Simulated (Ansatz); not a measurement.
Reaction (redistribution): `OB(Cl)C[SiH3]` + `SC=[Se]` → `OB(S)Cl` + `[SiH3]CC=[Se]`

Gas-phase electronic energies from Ansatz, PBE0-D4/def2-TZVP geometries. CCSD(T)/CBS is the MP2 limit (def2-TZVPP, def2-QZVPP) plus CCSD(T) − MP2 in def2-TZVPP, frozen cores. Functionals use def2-TZVPP. B3LYP here is the variant with VWN-RPA as its local correlation; programs differ in this. For Se outer-core shells are correlated without core-valence functions, which leaves a few kJ/mol of doubt a bond. Scalar relativity is left out up to krypton. Each species was taken in one conformer, which may not be the lowest.

`OB(Cl)C[SiH3]`:

Z-matrix (Å, degrees):
```
C
Si 1 1.884
B 1 1.548 2 112.0
H 1 1.094 2 107.2 3 121.3
H 1 1.093 2 106.4 3 -122.0
H 2 1.487 1 110.3 3 -58.4
H 2 1.487 1 109.8 3 -178.2
H 2 1.486 1 110.4 3 61.8
Cl 3 1.784 1 120.4 2 -82.4
O 3 1.349 1 121.0 2 95.5
H 10 0.962 3 113.5 1 -177.6
```

`SC=[Se]`:

Z-matrix (Å, degrees):
```
C
S 1 1.707
Se 1 1.762 2 129.3
H 1 1.090 2 110.4 3 180.0
H 2 1.347 1 96.6 3 0.0
```

`OB(S)Cl`:

Z-matrix (Å, degrees):
```
B
S 1 1.800
Cl 1 1.770 2 117.6
O 1 1.348 2 121.5 3 180.0
H 2 1.344 1 94.9 3 -180.0
H 4 0.962 1 113.2 2 -180.0
```

`[SiH3]CC=[Se]`:

Z-matrix (Å, degrees):
```
Si
C 1 1.905
H 1 1.482 2 109.0
H 1 1.486 2 108.7 3 120.4
H 1 1.485 2 109.4 3 -120.2
C 2 1.465 1 108.7 3 65.3
H 2 1.092 1 107.0 3 -56.1
H 2 1.095 1 106.5 3 -174.1
Se 6 1.759 2 126.4 1 -95.6
H 6 1.091 2 115.4 1 81.2
```

| level | ΔE (kJ/mol) | difference from CCSD(T)/CBS |
| --- | --- | --- |
| PBE-D4 | -21.5 | 9.2 |
| r2SCAN-D4 | -22.4 | 8.3 |
| ωB97M-V | -28.2 | 2.5 |
| PBE | -21.2 | 9.5 |
| B3LYP | -24.2 | 6.5 |
| CCSD/def2-TZVPP | -33.4 | -2.7 |
| CCSD(T)/def2-TZVPP | -31.5 | -0.8 |
| MP2/def2-QZVPP | -30.1 | 0.6 |
| SCS-MP2/def2-QZVPP | -30.9 | -0.2 |
| CCSD/CBS(def2) | -32.6 | -1.9 |
| CCSD(T)/CBS | -30.7 | 0 |

Largest T1 diagnostic among the species: 0.017.

In def2-TZVPP, CCSD(T) changes the Hartree–Fock value by +5.5 kJ/mol (the triples alone add +1.9 kJ/mol) and MP2 by +6.3 kJ/mol. From PBE to PBE0 (25 % exact exchange), in def2-TZVPP and without D4, ΔE moves by −4.7 kJ/mol.
